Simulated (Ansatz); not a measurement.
C$_{2}$H$_{7}$OS (SMILES CS(C)=[OH+]), charge +1, singlet, at a GFN2-xTB geometry. Base run: Ansatz (an electronic-structure program) with MP2/STO-3G.

Ansatz was given this input:
Ansatz 0.2 input:
```yaml
crystal:
  periodic: [false, false, false]
  atoms:
    - {symbol: C, position_ang: [1.40171610, -0.75481551, -0.13144872]}
    - {symbol: S, position_ang: [-0.02631153, 0.13107076, 0.51316754]}
    - {symbol: C, position_ang: [-1.33721783, -0.83710786, -0.25086280]}
    - {symbol: O, position_ang: [-0.02031928, 1.38387242, -0.48762225]}
    - {symbol: H, position_ang: [2.30606292, -0.23659248, 0.17712055]}
    - {symbol: H, position_ang: [1.41064987, -1.75703652, 0.28732886]}
    - {symbol: H, position_ang: [1.35483657, -0.79600116, -1.21589801]}
    - {symbol: H, position_ang: [-1.19383558, -0.87257702, -1.32701691]}
    - {symbol: H, position_ang: [-2.29439263, -0.37481498, -0.02345354]}
    - {symbol: H, position_ang: [-1.32246003, -1.83915389, 0.16816870]}
    - {symbol: H, position_ang: [-0.06431200, 2.25960481, -0.08208314]}
basis:
  gaussian:
    orbitals: STO-3G
total_charge: 1
magnetization: {spin_polarized: false}
correlation: {method: mp2}
```

Each row names what was changed in the base input (with any setting that the change needs).

```csv
change,basis functions,E (Eh),MP2 correlation (Eh)
base,31,-545.85781,-0.17290
basis = 3-21G,54,-549.42107,-0.36113
basis = def2-SV(P),74,-552.20586,-0.56161
basis = pcseg-1,95,-552.44809,-0.60458
basis = pc-1,95,-552.46785,-0.60874
basis = def2-SVP,95,-552.28154,-0.60702
basis = 6-31G**,99,-552.51909,-0.60349
basis = aug-cc-pVDZ,159,-552.58873,-0.64025
basis = aug-pcseg-1,159,-552.49234,-0.63011
basis = pc-2,222,-552.76362,-0.75146
basis = pcseg-2,222,-552.76039,-0.75298
basis = def2-TZVPD,223,-552.76371,-0.74863
basis = cc-pV(T+d)Z,227,-552.78539,-0.76645
```

Totals compare only among sets that treat the same electrons; sets with core potentials leave the core out.
